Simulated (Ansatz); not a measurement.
Born–Oppenheimer molecular dynamics of C2H5AlCl2 (10 atoms, charge 0, multiplicity 1). It starts from a relaxed structure.

These are results of RKS PBE/STO-3G (Ansatz), not measurements.

```yaml
ensemble: NVT, Langevin thermostat
time_step: 0.5 fs
steps_asked: 233
set_temperature: 400 K
friction: 0.005 /fs
seed: 277208
```

Frames 1 fs apart, positions in Å, forces in eV/Å.

Velocities at 25.0 fs (Å/ps):

```
Al -1.89 3.80 3.02
C -2.11 0.26 -0.96
C 5.75 -6.20 -2.17
Cl -0.51 2.52 0.63
Cl 0.82 -1.82 -2.01
H 3.13 33.32 8.40
H 6.48 -7.06 -23.41
H 12.41 -1.41 -2.30
H -1.35 -7.55 -3.05
H 19.87 13.17 13.12
```

```xyz
10
Properties=species:S:1:pos:R:3:forces:R:3 time_fs=25.0 energy_less_start_eV=0.206 T=203
Al -0.219 0.815 1.364 -0.99 -0.59 0.18
C 0.429 -0.749 0.288 0.28 -0.09 0.26
C 0.056 -0.210 -1.096 1.03 0.28 -0.22
Cl -0.685 -1.234 -2.445 -0.05 -0.35 0.32
Cl -1.241 1.263 -0.783 0.11 -0.14 0.02
H 0.756 1.967 1.353 0.01 -0.06 0.25
H -1.454 0.584 2.305 1.02 0.20 -0.59
H 1.546 -0.891 0.426 -0.90 0.21 -0.72
H -0.042 -1.741 0.456 -0.21 0.36 0.18
H 0.899 0.319 -1.624 -0.31 0.16 0.32
10
Properties=species:S:1:pos:R:3:forces:R:3 time_fs=26.0 energy_less_start_eV=0.200 T=221
Al -0.221 0.818 1.367 -0.33 -0.16 -0.19
C 0.427 -0.749 0.287 0.56 -0.26 0.34
C 0.062 -0.216 -1.098 1.20 0.66 -0.28
Cl -0.685 -1.232 -2.445 0.01 -0.36 0.27
Cl -1.240 1.261 -0.785 0.13 -0.14 0.03
H 0.760 2.002 1.363 -0.33 -0.51 0.24
H -1.444 0.579 2.280 0.68 0.15 -0.29
H 1.554 -0.891 0.418 -1.17 0.22 -0.69
H -0.043 -1.746 0.453 -0.14 0.49 0.19
H 0.917 0.332 -1.610 -0.60 -0.08 0.36
10
Properties=species:S:1:pos:R:3:forces:R:3 time_fs=27.0 energy_less_start_eV=0.199 T=230
Al -0.224 0.822 1.371 0.39 0.20 -0.64
C 0.425 -0.749 0.287 0.58 -0.30 0.30
C 0.069 -0.222 -1.100 1.15 0.94 -0.21
Cl -0.686 -1.229 -2.444 0.06 -0.38 0.23
Cl -1.238 1.259 -0.787 0.14 -0.14 0.05
H 0.761 2.032 1.377 -0.57 -0.86 0.22
H -1.428 0.576 2.253 0.19 0.06 0.10
H 1.552 -0.890 0.401 -1.12 0.18 -0.57
H -0.045 -1.748 0.451 -0.11 0.52 0.21
H 0.927 0.344 -1.593 -0.70 -0.23 0.30
10
Properties=species:S:1:pos:R:3:forces:R:3 time_fs=28.0 energy_less_start_eV=0.202 T=225
Al -0.227 0.825 1.374 1.07 0.44 -1.12
C 0.424 -0.749 0.287 0.31 -0.19 0.16
C 0.076 -0.228 -1.102 0.88 1.10 -0.03
Cl -0.686 -1.227 -2.444 0.11 -0.39 0.18
Cl -1.236 1.257 -0.789 0.15 -0.13 0.06
H 0.757 2.054 1.393 -0.69 -1.05 0.20
H -1.411 0.572 2.225 -0.38 -0.06 0.54
H 1.541 -0.888 0.376 -0.74 0.09 -0.38
H -0.051 -1.744 0.450 -0.10 0.46 0.25
H 0.931 0.354 -1.574 -0.62 -0.27 0.14
10
Properties=species:S:1:pos:R:3:forces:R:3 time_fs=29.0 energy_less_start_eV=0.219 T=236
Al -0.229 0.829 1.378 1.62 0.55 -1.57
C 0.423 -0.749 0.288 -0.26 0.06 -0.03
C 0.085 -0.233 -1.104 0.46 1.16 0.19
Cl -0.687 -1.225 -2.443 0.18 -0.39 0.16
Cl -1.234 1.255 -0.791 0.17 -0.12 0.08
H 0.747 2.066 1.410 -0.70 -1.10 0.17
H -1.397 0.568 2.201 -0.92 -0.18 0.93
H 1.522 -0.885 0.347 -0.01 -0.06 -0.15
H -0.060 -1.734 0.452 -0.11 0.30 0.29
H 0.933 0.362 -1.555 -0.43 -0.23 -0.07
10
Properties=species:S:1:pos:R:3:forces:R:3 time_fs=30.0 energy_less_start_eV=0.244 T=216
Al -0.230 0.833 1.380 1.81 0.47 -1.83
C 0.422 -0.749 0.289 -0.82 0.46 -0.24
C 0.094 -0.237 -1.106 -0.06 1.13 0.43
Cl -0.688 -1.224 -2.443 0.25 -0.37 0.14
Cl -1.232 1.252 -0.793 0.19 -0.10 0.09
H 0.732 2.068 1.428 -0.58 -0.98 0.15
H -1.392 0.562 2.186 -1.23 -0.26 1.15
H 1.502 -0.882 0.317 0.77 -0.24 0.08
H -0.071 -1.719 0.455 -0.17 0.01 0.34
H 0.933 0.367 -1.536 -0.16 -0.12 -0.31
10
Properties=species:S:1:pos:R:3:forces:R:3 time_fs=31.0 energy_less_start_eV=0.254 T=221
Al -0.231 0.838 1.382 1.53 0.16 -1.84
C 0.420 -0.749 0.289 -1.06 0.85 -0.40
C 0.102 -0.240 -1.107 -0.63 1.03 0.65
Cl -0.688 -1.222 -2.442 0.32 -0.36 0.13
Cl -1.229 1.250 -0.796 0.20 -0.08 0.11
H 0.710 2.062 1.447 -0.34 -0.70 0.14
H -1.396 0.552 2.181 -1.17 -0.26 1.10
H 1.489 -0.884 0.285 1.24 -0.38 0.27
H -0.085 -1.702 0.462 -0.24 -0.30 0.37
H 0.932 0.370 -1.518 0.15 0.03 -0.54
10
Properties=species:S:1:pos:R:3:forces:R:3 time_fs=32.0 energy_less_start_eV=0.251 T=214
Al -0.230 0.842 1.382 0.91 -0.30 -1.64
C 0.417 -0.748 0.290 -0.77 1.03 -0.49
C 0.110 -0.243 -1.108 -1.18 0.91 0.79
Cl -0.690 -1.221 -2.442 0.38 -0.34 0.12
Cl -1.227 1.248 -0.799 0.20 -0.04 0.14
H 0.689 2.051 1.469 -0.04 -0.33 0.13
H -1.408 0.539 2.184 -0.85 -0.19 0.87
H 1.486 -0.887 0.255 1.17 -0.46 0.45
H -0.099 -1.690 0.473 -0.26 -0.46 0.36
H 0.930 0.374 -1.504 0.45 0.18 -0.73
10
Properties=species:S:1:pos:R:3:forces:R:3 time_fs=33.0 energy_less_start_eV=0.241 T=233
Al -0.229 0.846 1.383 0.05 -0.85 -1.29
C 0.412 -0.747 0.290 -0.12 0.87 -0.48
C 0.118 -0.247 -1.108 -1.52 0.91 0.76
Cl -0.690 -1.221 -2.442 0.42 -0.35 0.11
Cl -1.224 1.245 -0.801 0.20 0.01 0.16
H 0.667 2.039 1.491 0.29 0.09 0.13
H -1.427 0.524 2.198 -0.32 -0.05 0.49
H 1.494 -0.895 0.228 0.62 -0.45 0.63
H -0.115 -1.683 0.486 -0.16 -0.39 0.29
H 0.931 0.377 -1.500 0.55 0.20 -0.78
10
Properties=species:S:1:pos:R:3:forces:R:3 time_fs=34.0 energy_less_start_eV=0.258 T=222
Al -0.228 0.849 1.382 -0.81 -1.38 -0.93
C 0.407 -0.744 0.289 0.61 0.43 -0.37
C 0.124 -0.249 -1.107 -1.57 1.08 0.55
Cl -0.691 -1.220 -2.442 0.45 -0.36 0.09
Cl -1.222 1.242 -0.804 0.19 0.07 0.19
H 0.647 2.029 1.513 0.59 0.48 0.14
H -1.447 0.507 2.216 0.24 0.10 0.08
H 1.506 -0.907 0.206 -0.13 -0.37 0.79
H -0.132 -1.680 0.505 0.04 -0.09 0.13
H 0.938 0.382 -1.502 0.41 0.04 -0.68
10
Properties=species:S:1:pos:R:3:forces:R:3 time_fs=35.0 energy_less_start_eV=0.311 T=186
Al -0.227 0.853 1.382 -1.48 -1.76 -0.59
C 0.403 -0.742 0.289 1.18 -0.10 -0.22
C 0.130 -0.251 -1.106 -1.40 1.32 0.28
Cl -0.691 -1.219 -2.442 0.46 -0.38 0.07
Cl -1.219 1.239 -0.807 0.18 0.12 0.22
H 0.633 2.025 1.534 0.78 0.74 0.15
H -1.466 0.490 2.233 0.71 0.24 -0.27
H 1.520 -0.921 0.193 -0.82 -0.26 0.91
H -0.151 -1.680 0.525 0.29 0.30 -0.06
H 0.950 0.387 -1.508 0.10 -0.22 -0.49
10
Properties=species:S:1:pos:R:3:forces:R:3 time_fs=36.0 energy_less_start_eV=0.365 T=140
Al -0.226 0.856 1.381 -1.81 -1.88 -0.32
C 0.400 -0.740 0.289 1.44 -0.54 -0.04
C 0.134 -0.252 -1.105 -1.14 1.54 -0.03
Cl -0.691 -1.218 -2.442 0.47 -0.39 0.07
Cl -1.216 1.236 -0.809 0.18 0.17 0.24
H 0.626 2.029 1.557 0.79 0.77 0.13
H -1.479 0.477 2.248 1.03 0.35 -0.52
H 1.527 -0.938 0.187 -1.21 -0.17 0.98
H -0.168 -1.680 0.545 0.50 0.64 -0.25
H 0.964 0.389 -1.518 -0.24 -0.49 -0.26
```

Of the whole run (116 fs, mean temperature of the second half 310 K): The mean temperature of the second half is 22 % below the set value. A run of 0.12 ps of so small a system gives no equilibrium averages. Limits of this set-up: minimal basis.

The run took 19 min on 1 thread of AMD EPYC (Zen 3) (shared host), peak memory 0.093 GiB.
